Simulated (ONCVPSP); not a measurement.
**Configuration tests for molybdenum (Mo) (ONCV)**

* Element: Mo
* Generator: ONCVPSP 4.0.1
* Type: optimised norm-conserving Vanderbilt (ONCV)
* Functional: PBEsol
* Relativity: scalar-relativistic
* Frozen core: [Kr]
* Valence charge: 6
* Reference configuration: 4d5 5s1
* Partial waves: 5s: rc 2.95 bohr, ncon 3, nbas 7, qcut 2.7 1/bohr, 2 projectors, debl 0.8 Ha; p scattering state at 0.32 Ha: rc 2.25 bohr, ncon 3, nbas 6, qcut 3 1/bohr, 3 projectors, debl 0.9 Ha; 4d: rc 1.60 bohr, ncon 4, nbas 7, qcut 5.5 1/bohr, 2 projectors, debl 1.7 Ha
* Local potential: polynomial inside 1.40 bohr (lpopt 5, dvloc0 4 Ha)
* Core correction: Teter function, fcfact 3.25, rcfact 1.55

Energies are relative to the spin-unpolarised reference configuration 4d5 5s1; without spin polarisation the order of configurations can differ from experiment.

(1) Give the all-electron excitation energy and the error of the potential for: 4d5 5s0; 4d4 5s0; 4d3 5s0; 4d4 5s1 5p1.

Levels in the configuration 4d3 5s0:

```tsv
level	all-electron (eV)	pseudo (eV)
4d	-32.881	-33.548
```

Note: ghosts flagged at negative energy: s at -26.2 eV, p at -187.9 eV, p at -35.4 eV; no localised positive-energy state flagged. A true bound ghost makes a file unfit for plane-wave use.

Results:

(1)

```json
{"valence configuration": "4d5 5s0", "charge": "+1", "ΔE all-electron (eV)": "6.905", "error AE − PS (meV)": "-44"}
{"valence configuration": "4d4 5s0", "charge": "+2", "ΔE all-electron (eV)": "22.361", "error AE − PS (meV)": "-182"}
{"valence configuration": "4d3 5s0", "charge": "+3", "ΔE all-electron (eV)": "49.085", "error AE − PS (meV)": "-637"}
{"valence configuration": "4d4 5s1 5p1", "charge": "0", "ΔE all-electron (eV)": "3.761", "error AE − PS (meV)": "-63"}
```
